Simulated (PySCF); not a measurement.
## Kr²⁺ (krypton, charge +2) across methods

[Ar] 3d10 4s2 4p3 4d1, high-spin 5D determinant (an excited configuration). All numbers are calculated (PySCF 2.14, the spin-free X2C one-electron Hamiltonian (Gaussian nucleus), in aug-cc-pVQZ-DK (8s7p5d3f2g, 93 functions)). The B2PLYP total includes its PT2 part (frozen core); its orbital energies are those of the SCF part.

```tsv
method	E (hartree)	mean ε 4s β (eV)	mean ε 4p α (eV)	mean ε 4d α (eV)	Σ⟨r²⟩ (bohr²)	⟨S²⟩
wB97X	-2788.065	-50.573	-38.880	-17.874	28.75	6.000
LDA	-2784.102	-46.659	-34.638	-14.724	29.04	6.000
M06	-2788.029	-48.301	-36.236	-15.511	28.97	6.000
B2PLYP	-2787.575	-48.776	-38.157	-16.687	29.02	6.001
UHF	-2786.25669	-49.895	-41.443	-18.572	29.02	6.001
PBE	-2787.653	-46.100	-34.565	-14.837	29.00	6.000
r2SCAN	-2787.980	-46.160	-35.296	-14.924	28.89	6.001
PBE0	-2787.713	-47.452	-36.491	-15.874	28.91	6.000
HSE06	-2787.700	-47.246	-36.040	-15.468	28.94	6.000
```

The outer electron is Rydberg-like, and this basis confines it to a smaller radius and binds it less than a complete one would.
